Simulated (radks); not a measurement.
Question: Coherent X-ray form factor from a spherical all-electron density. All-electron calculation, scalar-relativistic Kohn-Sham, PBE, spin-polarised, spherical densities, finite nucleus; Fermi nuclear charge, rms radius of each element as measured or else 0.836 A^(1/3) + 0.57 fm. Program: a radial shooting solver on a logarithmic mesh with Libxc functionals.

| sin(theta)/lambda (1/angstrom) | f0 (electrons) |
|---|---|
| 0.05 | 19.484 |
| 0.1 | 18.220 |
| 0.15 | 16.695 |
| 0.2 | 15.181 |
| 0.25 | 13.752 |
| 0.3 | 12.433 |
| 0.4 | 10.238 |
| 0.5 | 8.696 |
| 0.6 | 7.684 |
| 0.8 | 6.450 |
| 1 | 5.490 |
| 1.25 | 4.339 |
| 1.5 | 3.349 |
| 2 | 2.092 |

The species is in the configuration that NIST lists as its ground one. Which atom or ion scatters so?

Answer: The scandium ion Sc+, [Ar] 3d1 4s1. Extrapolating in s^2 from the first two rows gives f0(0) = 19.9, near the electron count 20; among species with that count, the fall with angle is slower the higher Z, and the table is that of Z = 21; from so few rows the species is fixed only to a neighbour or two.
